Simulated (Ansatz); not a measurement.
One change: `N/C=C(\N)F` becomes `B/C=C(/N)F`.

Ansatz, PBE0-D4/def2-TZVP geometries, multiplicity 1. Each molecule was computed in one conformer, which needn't be the lowest.

```
                                          property  `N/C=C(\N)F`
    size of the dipole moment (PBE/def2-TZVPP) / D          1.66
                 LUMO energy (PBE/def2-TZVPP) / eV          0.11
size of the dipole moment (ωB97M-V/def2-TZVPP) / D          1.66
              HOMO–LUMO gap (PBE0/def2-TZVPP) / eV          6.72
             HOMO energy (ωB97M-V/def2-TZVPP) / eV         -8.00
             LUMO energy (ωB97M-V/def2-TZVPP) / eV          2.32
```

(1) What does the change do to each property? (An estimate is asked.)

## Answers

(1) The calculation gave: 
```csv
property,`B/C=C(/N)F`,shift
size of the dipole moment (PBE/def2-TZVPP) / D,5.08,3.42
LUMO energy (PBE/def2-TZVPP) / eV,-1.92,-2.03
size of the dipole moment (ωB97M-V/def2-TZVPP) / D,4.78,3.12
HOMO–LUMO gap (PBE0/def2-TZVPP) / eV,5.85,-0.87
HOMO energy (ωB97M-V/def2-TZVPP) / eV,-9.00,-1.00
LUMO energy (ωB97M-V/def2-TZVPP) / eV,0.92,-1.40
```

With PBE0 the HOMO falls by 1.10 eV and the LUMO falls by 1.96 eV, so the gap narrows by about 0.86 eV. PBE moves the HOMO by -1.28 eV and ωB97M-V by -1.00 eV. Dipoles are sizes alone; their direction can turn.
